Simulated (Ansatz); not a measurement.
Reactions of C4H8Cl2 (`ClCCCCCl`).

Isolated molecules relaxed with PBE0-D4/def2-TZVP in Ansatz; ΔE leaves out vibrations. CCSD(T)/CBS is the MP2 limit (def2-TZVPP, def2-QZVPP) plus CCSD(T) − MP2 in def2-TZVPP, frozen cores. This one scheme is used for every species, atoms too. Functionals use def2-TZVPP. No spin–orbit coupling; open shells (•) take unrestricted orbitals. Spin–orbit coupling would lower the free atoms: a little for C, Cl. Bonds to Se are less sure, by a few kJ/mol each and by 10 to 20 or more in all where they break to atoms, as the def2 sets lack core-valence functions. Scalar relativity is left out up to krypton. Each species was taken in one conformer, which may not be the lowest.

```
                                                  reaction  B2PLYP (eV)  MP2/CBS(def2) (eV)  HF/CBS(def2) (eV)  CCSD(T)/CBS(def2) (eV)
                         `ClCCCCCl` + H₂ → `CCCCl` + `CCl`        -0.60               -0.45              -0.79                   -0.50
                          `ClCCCCCl` → 4 C• + 2 Cl• + 8 H•        54.00               55.49              40.82                   54.67
                        `ClCCCCCl` + CH₄ → `CCCCCCl` + HCl        -0.05               -0.06              -0.08                   -0.08
`ClCCCCCl` + `[AlH2][SeH]` → `Cl[CH2][AlH][SeH]` + `CCCCl`        -0.29               -0.30              -0.19                   -0.28
             `ClCCCCCl` + `CC(C)C` → `CC(C)CCCl` + `CCCCl`         0.03                0.00               0.05                    0.01
                                 `ClCCCCCl` → `CCC(Cl)CCl`        -0.05               -0.10               0.01                   -0.07
                      `ClCCCCCl` + HCl → `ClCCCl` + `CCCl`         0.18                0.27               0.13                    0.26
                `ClCCCCCl` → `ClCCCCl` + `[CH2]` (triplet)         4.45                4.71               3.02                    4.57
                          `ClCCCCCl` + H₂ → `CCCCCl` + HCl        -0.82               -0.73              -0.97                   -0.78
               `ClCCCCCl` + `COCF` → `COC(F)CCl` + `CCCCl`        -0.12               -0.09              -0.13                   -0.11
```

Largest T1 diagnostic: 0.011, for `[CH2]` (triplet).
